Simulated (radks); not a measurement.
Q: Valence configurations of Os (all share [Xe]). Calculated with a radial shooting solver on a logarithmic mesh with Libxc functionals: Dirac Kohn-Sham, PBE, spin-unpolarised, spherical densities, finite nucleus; open shells are shared between the two j in proportion to 2j + 1; Fermi nuclear charge, rms radius 5.4126 fm. Order these by energy: 4f14 5d4 6s1 6p3; 4f13 5d6 6s2 6p1; 4f14 5d6 6s2; 4f13.5 5d6.5 6s2; 4f14 5d7 6s1; 4f14 5d6 6p2; 4f13 5d6 6p3; 4f13.5 5d6 6s2 6p0.5; 4f14 5d5 6p3; 4f12 5d7 6s2 6p1.

A: From the lowest, in eV above it: 4f14 5d6 6s2 0.000; 4f14 5d7 6s1 0.302; 4f14 5d6 6p2 10.335; 4f14 5d5 6p3 17.849; 4f14 5d4 6s1 6p3 20.833; 4f13.5 5d6.5 6s2 23.869; 4f13.5 5d6 6s2 6p0.5 26.899; 4f13 5d6 6s2 6p1 57.221; 4f13 5d6 6p3 69.356; 4f12 5d7 6s2 6p1 117.58. NIST lists [Xe] 4f14 5d6 6s2 as the ground configuration; this level of theory agrees among the configurations tried. The energies are those of spherical spin-averaged densities, not of single terms.
